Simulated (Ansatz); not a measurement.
The cluster Cu₂O₂⁺. Total charge 1; doublet. Geometry PBE0-D4/def2-SVP, that of the neutral singlet; atoms count from 1.

```xyz
4

Cu   -0.046    0.136   -1.163
Cu    0.046   -0.136    1.163
O     0.151   -1.349   -0.164
O    -0.151    1.349    0.164
```

The charge 1 doublet is spin-contaminated (final ⟨S²⟩ up to 1.49, 0.75 for a pure state). The structure comes from a short search, and lower isomers may exist.

(1) Estimate the Mulliken populations from the PBE0/def2-TZVP orbitals of Ansatz.

(2) Where does the spin sit?

(3) And the Mayer bond orders between bonded heavy atoms (over 0.3)?

Answers

(1) 
```json
{"atom": "Cu1", "charge (e)": "0.87", "spin (α − β)": "-0.45", "d electrons": "9.43"}
{"atom": "Cu2", "charge (e)": "0.86", "spin (α − β)": "0.46", "d electrons": "9.44"}
{"atom": "O3", "charge (e)": "-0.43", "spin (α − β)": "0.12", "d electrons": "–"}
{"atom": "O4", "charge (e)": "-0.29", "spin (α − β)": "0.87", "d electrons": "–"}
```
Mulliken values and Mayer orders depend strongly on the basis.

(2) Summed by element: Cu 0.01, O 0.99, of 1 unpaired in all. Largest on single atoms: O4 0.87, Cu2 0.46, Cu1 -0.45.

(3) Cu1–O3 0.94 (1.80 Å); Cu1–O4 0.77 (1.80 Å); Cu2–O3 0.93 (1.80 Å); Cu2–O4 0.82 (1.80 Å).
